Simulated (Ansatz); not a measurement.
Abridged output of a molecular run in Ansatz:

```
Functional definition: HF
1571 factors; integrals over basis functions are off by at most 1.1e-3 eV
mean field evaluation 1: about -10105.4779 eV, gradient 3.3e1 eV
mean field evaluation 2: about -10105.7025 eV, gradient 3.3e1 eV
mean field evaluation 4: about -10109.1889 eV, gradient 5.0e0 eV
mean field evaluation 8: about -10109.2729 eV, gradient 3.2e-1 eV
mean field evaluation 16: about -10109.2738 eV, gradient 1.1e-6 eV
mean field -10109.27383614 eV, -371.5089611663 hartree, gradient 1.1e-6 eV, S^2 0.000000; 0 other end points of the search recorded, 0 dependent functions left out
7 core orbitals not correlated: weight in the atoms' cores, before any rotation towards them, 1.000 or more for the frozen orbitals, at most 0.000 for the correlated occupied ones
reference -10109.27383614 eV, -371.5089611663 hartree; 17, 17 occupied and 217, 217 virtual orbitals, 1571 factors
second order -25.55279396 eV of doubles, -0.00000000 eV of singles
cycle   1  -25.13053611 eV  change    4.2e-1 eV  update   1.1e-1
cycle   2  -25.78979588 eV  change   -6.6e-1 eV  update   3.1e-2
cycle   3  -25.89315159 eV  change   -1.0e-1 eV  update   1.6e-2
cycle   4  -25.87285009 eV  change    2.0e-2 eV  update   4.1e-3
cycle   5  -25.87301125 eV  change   -1.6e-4 eV  update   2.2e-3
cycle   6  -25.87391635 eV  change   -9.1e-4 eV  update   6.8e-4
cycle   7  -25.87347045 eV  change    4.5e-4 eV  update   2.7e-4
cycle   8  -25.87345519 eV  change    1.5e-5 eV  update   9.5e-5
cycle   9  -25.87354812 eV  change   -9.3e-5 eV  update   3.5e-5
cycle  10  -25.87351592 eV  change    3.2e-5 eV  update   1.6e-5
perturbative correction -0.89424885 eV, -0.0328630392 hartree
Total energy: -10136.04160092 eV, -372.4926583779 hartree
```

Its atoms:

Cartesian coordinates in Å:
```
B -1.2435 0.3985 -0.4429
C 0.2390 -0.0181 -0.3364
C 1.2085 0.6422 0.6068
Te -0.8068 -1.7226 0.6386
H -1.8739 0.1549 -1.4304
H -1.6996 1.1030 0.4151
H 0.7155 -0.4656 -1.2076
H 2.0595 0.0084 0.8647
H 0.7181 0.9649 1.5281
H 1.5978 1.5437 0.1211
H -0.9147 -2.6092 -0.7570
```

Q: Which basis set was used?
A. def2-TZVPPD
B. def2-SVPD
C. def2-TZVPP
D. def2-QZVPP

A: C. It gives 241 functions.

Q: Write the keys of the input that set method, charge and spin (a neutral closed shell needs none for the last two).

A: 
```yaml
correlation: {method: ccsd_t}
```
